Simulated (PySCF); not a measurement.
Species: C₄H₉F₃Si₂.
Geometry (PBE0-D3(BJ)/def2-SVP, Å), atoms numbered from 1 in this order:
```xyz
18
C4H9F3Si2 angstrom
C     -2.8490   -0.0800    0.4173
Si    -0.9994    0.0598    0.6841
C      0.0320   -1.3966   -0.0078
Si     1.1163   -0.1068   -0.8601
C      2.7024    0.1683    0.2089
F      3.3845    1.2658   -0.1564
F      3.5556   -0.8661    0.1492
F      2.3729    0.3282    1.5066
C     -0.1016    1.2850   -0.4811
H     -3.2745   -0.8816    1.0412
H     -3.3543    0.8623    0.6814
H     -3.0770   -0.3075   -0.6356
H     -0.6908    0.3327    2.1196
H      0.5242   -2.0739    0.7050
H     -0.5448   -2.0056   -0.7238
H      1.5673   -0.3371   -2.2643
H      0.3179    2.2042   -0.0471
H     -0.7208    1.5622   -1.3505
```

A calculation gives these core lines: C 1s: 289.70 (area 2), 290.31 (area 1), 297.04 (area 1) eV; F 1s: 693.43 eV; Si 1s: 1846.28 (area 1), 1846.62 (area 1) eV; Si 2p3/2: 106.47 (area 1), 106.85 (area 1) eV.

Computed, not measured: delta-SCF UKS SCAN, pcX-2 on the ionised atom, pcseg-1 elsewhere, spin-free X2C (PySCF 2.14.0). Geometry: PBE0-D3(BJ)/def2-SVP, one conformer, isolated molecule.

Q: Assign the C 1s lines to atoms.

A: 289.70 eV: C3/C9 (sp3 carbon bound to silicon); 290.31 eV: C1 (Si-methyl carbon); 297.04 eV: C5 (CF3 carbon). Lowest listed C 1s: C3/C9, bonded to 2 H and 2 Si. Highest, 7.34 eV above it: C5, bonded to 3 F and Si. The widest gap between neighbouring values is 6.73 eV, between 290.31 and 297.04 eV. Summing the Pauling electronegativity differences to the bonded atoms, each weighted by its formal bond order, gives -2.00 for the lowest site and +3.64 for the highest; no listed site has a larger sum than the highest.

Q: Order the silicon atoms by Si 1s binding energy.

A: 1846.28 eV: Si2 (SiH silicon); 1846.62 eV: Si4 (SiH silicon). Lowest listed Si 1s: Si2, bonded to 3 C and H. Highest, 0.34 eV above it: Si4, bonded to 3 C and H.

Q: Order the silicon atoms by Si 2p3/2 binding energy.

A: 106.47 eV: Si2 (SiH silicon); 106.85 eV: Si4 (SiH silicon). Lowest listed Si 2p3/2: Si2, bonded to 3 C and H. Highest, 0.38 eV above it: Si4, bonded to 3 C and H. Summing the Pauling electronegativity differences to the bonded atoms, each weighted by its formal bond order, gives +2.25 for the lowest site and +2.25 for the highest; the sum is the same at every site.

Bonded neighbours of each site: C1: 3 H and Si; Si2: 3 C and H; C3/C9: 2 H and 2 Si; Si4: 3 C and H; C5: 3 F and Si; F6/F7/F8: C.

Q: Which photon energy gives electrons from C 1s of C5 a kinetic energy of 50 eV, and what is their de Broglie wavelength?

A: hν = 297.04 + 50 = 347.04 eV, recoil neglected; λ = 12.264 Å/√(E/eV) = 1.73 Å.

Topologically equivalent atoms share the value of their first member; where this conformer doesn't relate them by symmetry, their own values could differ. Spin–orbit and ligand-field terms were added within each 2p shell after the spin-free SCF. 2p1/2 minus 2p3/2 (ligand field included): Si 0.62 eV.
